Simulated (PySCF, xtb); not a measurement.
C2H9ClOSi2, SMILES CO[Si@H](Cl)[SiH2]C.

GFN2-xTB in xtb at its own geometry gives an orbital gap of 4.52 eV and a dipole moment of 1.67 D.

Geometry: r2SCAN-D4/def2-SVP. The structure was generated by enumeration; whether it is a known compound was not checked. Other conformers were not sampled.

Q: What does PySCF with PBE0/def2-TZVP give? (Estimate from the structure and the level; the computed values follow.)

A: gap 7.61 eV (levels -7.89 and -0.29 eV), dipole 1.05 D.
